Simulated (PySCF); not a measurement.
**Bond energies at PBE0/def2-TZVPP beside a composite method**

PySCF, lowest determinants of a PBE0 search. The composite is CCSD(T) extrapolated to the basis-set limit from two correlation-consistent sets, with core-valence (CV) and scalar-relativistic (SR) terms as its label shows; it has no spin–orbit coupling and nothing beyond (T).

```
species  state (unpaired electrons)  De PBE0 (eV)  De composite (eV)              composite  dissociates to
     NO               doublet (π ↑)          6.64               6.58  CCSD(T)/CBS(TQ)+CV+SR           N + O
   SiSb               doublet (π ↑)          2.81               2.83        CCSD(T)/CBS(DT)         Si + Sb
    CdF               doublet (σ ↑)          2.41               2.54        CCSD(T)/CBS(DT)          Cd + F
   CsCl      singlet (closed shell)          4.38               4.46     CCSD(T)/CBS(DT)+CV         Cs + Cl
     CO      singlet (closed shell)         11.08              11.26  CCSD(T)/CBS(TQ)+CV+SR           C + O
    NaB          triplet (σ ↑, π ↑)          0.95               0.78  CCSD(T)/CBS(DT)+CV+SR          Na + B
   GeBr               doublet (π ↑)          3.71               3.53        CCSD(T)/CBS(DT)         Ge + Br
    RbF      singlet (closed shell)          4.62               5.09     CCSD(T)/CBS(DT)+CV          Rb + F
```

Task: Does PBE0 bind more or less than the composite, by how much on average, and where is the difference largest?

Result: PBE0/def2-TZVPP binds less on average, method and basis taken together: the mean signed difference is -0.06 eV and the mean absolute one 0.16 eV; it is largest for RbF (-0.47 eV).

The molecules are drawn from runs that passed checks on state, spin purity and fit, so the hardest cases are missing and the errors look smaller than over all diatomics.

Correlated steps freeze the inner cores (2 to 28 orbitals); shallow outer-core shells are correlated. Spin–orbit coupling is left out, which matters for elements this heavy, above all for dissociation energies. Where the molecule has an RHF reference, its open-shell atoms are computed with UHF. States were picked by a PBE0 search and need not be the measured ground states.
